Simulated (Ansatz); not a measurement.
Job for Ansatz (a program for electronic structure): U-B3LYP/def2-TZVPPD on HIMg (SMILES [MgH][I]), a point of a bond scan (R = 2.524 Å). Elements past Kr take the def2 small-core potentials; no spin–orbit coupling. Files ending in .json are basis or fitting sets from the Basis Set Exchange.

Ansatz 0.2 input:
```yaml
crystal:
  periodic: [false, false, false]
  atoms:
    - {symbol: Mg, position_ang: [-0.00000000, -0.00000000, -2.02827611]}
    - {symbol: H, position_ang: [0.00000000, 0.00000000, -4.55192120]}
    - {symbol: I, position_ang: [0.00000000, 0.00000000, 0.52924565]}
basis:
  gaussian:
    orbitals: def2-TZVPPD.json
hamiltonian:
  xc: {name: B3LYP}
magnetization: {spin_polarized: true, initial_magnetization: 0}
```

The log:

```
WARN ansatz: RAYON_NUM_THREADS=1 ignored (pool sized by the plan → 1); use --threads N
Functional definition: B3LYP
integrals: 0.04 GiB planned
810 factors; their error is unknown
mean field: 0.44 GiB planned
mean field evaluation 1: about -13563.2227 eV, gradient 1.2e1 eV
mean field evaluation 2: about -13561.4387 eV, gradient 1.8e1 eV
mean field evaluation 4: about -13564.8460 eV, gradient 9.0e-1 eV
mean field evaluation 8: about -13565.0678 eV, gradient 8.6e-2 eV
mean field evaluation 16: about -13564.9058 eV, gradient 1.6e0 eV
mean field -13565.06790362 eV, -498.5070507248 hartree, gradient 4.4e-5 eV, S^2 0.000000; 1 other end points of the search recorded, 0 dependent functions left out
reference -13565.06814123 eV, -498.5070594568 hartree; 19, 19 occupied and 92, 92 virtual orbitals, 810 factors
Total energy: -13565.06814123 eV, -498.5070594568 hartree
```

Self-consistency was reached.

Cost: very roughly 9 core-seconds.
